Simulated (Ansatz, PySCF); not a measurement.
Cl4Se, charge +1, doublet (typed; the unrestricted solution is spin-contaminated), geometry from GFN2-xTB (a state made from the parent by changing its charge; the spin is typed, not shown lowest), atoms displaced at random by about 0.08 Å a coordinate. Base run: HF/STO-3G, gradient in PySCF.

The PySCF input:
```python
from pyscf import gto, scf

mol = gto.Mole()
mol.atom = '''
    Se    0.01582055   -0.04422988    0.22981300
    Cl    1.00939335   -1.21215214   -1.01548152
    Cl    1.68214912    1.51927493    0.82176342
    Cl   -0.97626605    1.29218379   -1.10784547
    Cl   -1.81036957   -1.34240341    0.85716529
'''
mol.basis = 'sto-3g'
mol.charge = 1
mol.spin = 1
mol.verbose = 4
mol.build()

mf = scf.UHF(mol)
mf.kernel()
g = mf.nuc_grad_method()
grad = g.kernel()
```

Programs used: Ansatz (a quantum-chemistry and plane-wave program), PySCF; a row that names a program was run with it.

The coordinate followed is x of atom 5.

Each row names what was changed in the base input (with any setting that the change needs).

| change | dE/dx (Eh/bohr) | net force (Eh/bohr) |
|---|---|---|
| base | 0.019520 | 0.000000 |
| finite difference step (bohr) = 0.2; conv_tol = 1e-11 | 0.020185 | - |
| finite difference step (bohr) = 0.01; conv_tol = 1e-11 | 0.019524 | - |
| conv_tol = 1e-6 | 0.019539 | 0.000000 |
| finite difference step (bohr) = 1e-5; conv_tol = 1e-11 | 0.019522 | - |
| density fitting = on | 0.019515 | 0.000000 |
| conv_tol = 1e-11 | 0.019522 | 0.000000 |
| finite difference step (bohr) = 1e-3; conv_tol = 1e-11 | 0.019522 | - |
| density fitting = on; auxbasis_response = off | 0.019297 | 0.000473 |
| finite difference step (bohr) = 0.05; conv_tol = 1e-11 | 0.019562 | - |
| conv_tol = 1e-4 | 0.019409 | 0.000000 |
| code = ansatz | 0.019526 | 0.000000 |

The net force is zero for an exact gradient.

Open shells are given as the SCF converged; they aren't shown to be the lowest states, and a large step between rows can be another state.
